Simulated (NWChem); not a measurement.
Molecule: LaCl2, doublet; SMILES [Cl][La][Cl]

Computed with NWChem. Spin-unrestricted. In the optimisation the excess spin sits in a1 (C2v, its own frame). Geometry: optimised at PBE-D3(BJ)/def2-SVP, spin-unrestricted. The spin multiplicity was typed, not searched, and may not be the lowest. No stability test was run on the SCF state. def2 effective core potentials on La; no spin-orbit coupling.

What does the run give for B3LYP/def2-SVP? Quantities: highest occupied level (eV); lowest empty minus highest occupied level, either spin (eV); dipole (D); <S²>.


- highest occupied level (eV) = -4.30
- lowest empty minus highest occupied level, either spin (eV) = 1.71
- dipole (D) = 5.12
- <S²> = 0.751
